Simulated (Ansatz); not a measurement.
`CO[SiH2]SC` from Hartree–Fock to CCSD(T)

Z-matrix (Å, degrees):
```
C
O 1 1.409
H 1 1.096 2 111.5
H 1 1.091 2 108.1 3 119.2
H 1 1.096 2 111.5 3 -121.6
Si 2 1.636 1 123.2 3 60.1
S 6 2.117 2 105.7 1 -180.0
H 6 1.492 2 111.2 1 -59.7
H 6 1.492 2 111.2 1 59.8
C 7 1.818 6 96.6 2 179.9
H 10 1.090 7 111.4 6 -61.4
H 10 1.089 7 106.6 6 -179.8
H 10 1.090 7 111.4 6 61.8
```

The species carries charge 0 and has multiplicity 1. Geometry: relaxed with PBE0-D4/def2-TZVP. It is one conformer, not always the lowest. Frozen core, restricted reference, Ansatz 0.2.0. CBS rows extrapolate triple and quadruple zeta; past MP2 they add the triple-zeta difference.

| basis | HF (Eh) | MP2 corr. |
| --- | --- | --- |
| def2-TZVPP | -841.86630 | -0.88790 |
| def2-QZVPP | -841.89460 | -0.95518 |

Task: Estimate the CCSD correlation energy and the (T) correction in each basis where they were run (hartree).

Result: 
```
     basis  CCSD corr.       (T)
def2-TZVPP    -0.94538  -0.03710
 CBS(def2)    -1.06249     as TZ
```
